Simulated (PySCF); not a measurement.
## Computed data sheet: `[SiH3]Cc1ccc(Cl)cc1`

C7H9ClSi.
Numbering: `[SiH3:1][CH2:2][c:3]1[cH:4][cH:5][c:6]([Cl:7])[cH:8][cH:9]1` (hydrogens: H10, H11, H12 on Si1; H13, H14 on C2; H15 on C4; H16 on C5; H17 on C8; H18 on C9)

Cartesian coordinates in Å at the PBE0-D3(BJ)/def2-SVP level; atoms count from 1:
```
atom  x, y, z in Å
Si1   -2.1105    0.3405    0.8062
C2    -0.7576   -0.3312   -0.3408
C3     0.6121    0.0551    0.1344
C4     1.2058    1.2571   -0.2727
C5     2.4598    1.6424    0.1912
C6     3.1411    0.8178    1.0842
Cl7    4.7056    1.2856    1.6653
C8     2.5738   -0.3814    1.5104
C9     1.3186   -0.7512    1.0363
H10   -3.4631   -0.0592    0.3067
H11   -2.0318    1.8318    0.8579
H12   -1.9213   -0.2049    2.1844
H13   -0.8643   -1.4268   -0.3911
H14   -0.9470    0.0555   -1.3551
H15    0.6763    1.9082   -0.9736
H16    2.9151    2.5782   -0.1372
H17    3.1181   -1.0195    2.2084
H18    0.8795   -1.6937    1.3748
```

Structural features include: benzene ring, C–Cl bond, Si–H bond and C–Si bond.

PBE0-D3(BJ)/def2-SVP geometry optimisation, gas phase (PySCF):

```yaml
Point_group: Cs
Rotational_constants_A_B_C: 3.590, 0.496, 0.475 GHz
```

**CAM-B3LYP/def2-SVPD ground state and vertical TDDFT (core frozen in the response) (PySCF)**

```yaml
Dipole_moment: 2.10 D
HOMO_energy: -8.00 eV
LUMO_energy: 0.40 eV
HOMO–LUMO_gap: 8.40 eV
Lowest_singlet_excitation: 5.11 eV (243 nm, f = 0.008)
Strongest_line_among_the_6_lowest_singlet_transitions: S5 at 6.76 eV (183 nm, f = 0.518)
Static_isotropic_polarisability: 124.5 au
Electronic_spatial_extent_⟨r²⟩_about_the_centre_of_nuclear_charge: 2297 bohr²
```

Monoisotopic mass from the formula: 156.0162 u.

No computed singlet falls in the visible range (750 to 380 nm, 1.65 to 3.26 eV); S1 lies 1.85 eV above its blue end. The dipole equals about 7.0 × 10⁻³⁰ C·m (1 D = 3.33564 × 10⁻³⁰ C·m). The principal polarisabilities are 87.0, 114.7 and 171.6 au; their mean is the isotropic value. The largest Löwdin shares of the HOMO are 0.18 on C6, 0.18 on Cl7 and 0.17 on C3.

One conformer stands for the species.
